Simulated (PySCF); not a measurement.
A structure optimised at B3LYP-D3(BJ)/def2-SVP, used in a PySCF frequency run:

```
O
Si 1 1.6399
Si 1 1.6752 2 141.16
H 3 1.4861 1 107.65 2 -148.62
H 3 1.4877 4 109.86 1 119.00
H 3 1.4889 4 110.13 5 121.15
C 2 1.8497 1 110.86 3 -171.21
H 7 1.1001 2 110.53 1 -179.71
H 7 1.1009 8 108.80 2 120.85
H 7 1.1010 8 108.76 9 118.39
Cl 2 2.0722 1 108.68 3 67.05
Cl 2 2.0748 1 108.37 3 -49.53
```
Charge 0, spin multiplicity 1.

Task: Write its SMILES and formula.

Result: C[Si](Cl)(Cl)O[SiH3], CH6Cl2OSi2

Task: What are its rotational constants (standard atomic weights)?

Result: 1.5828, 1.0955, 0.92479 GHz
